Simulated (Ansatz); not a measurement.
Consider the redistribution: `CS[SiH]` + `CC#[C][GeH2][NH2]` → `CS[Si]N` + `CC#[C][GeH3]`.

Calculated with Ansatz (gas phase, PBE0-D4/def2-TZVP geometries, no zero-point term in ΔE). CCSD(T)/CBS is the MP2 limit (def2-TZVPP, def2-QZVPP) plus CCSD(T) − MP2 in def2-TZVPP, frozen cores. Functionals use def2-TZVPP. For Ge outer-core shells are correlated without core-valence functions, which leaves a few kJ/mol of doubt a bond. Scalar relativity is left out up to krypton. One conformer a species, not always the lowest.

Q: Is it downhill or uphill in electronic energy at CCSD(T)/CBS, and by how much? (Estimate.)

A: The calculation gave: Downhill: ΔE = -0.94 eV.

Q: What do these levels give: PBE-D4, B2PLYP, r2SCAN, SCS-MP2/def2-TZVPP, SCS-MP2/def2-QZVPP, CCSD/CBS(def2)? (Estimate.)

A: Computed: PBE-D4 -0.95, B2PLYP -0.95, r2SCAN -0.98, SCS-MP2/def2-TZVPP -0.92, SCS-MP2/def2-QZVPP -0.95, CCSD/CBS(def2) -0.95 eV.

Largest T1 diagnostic among the species: 0.016.
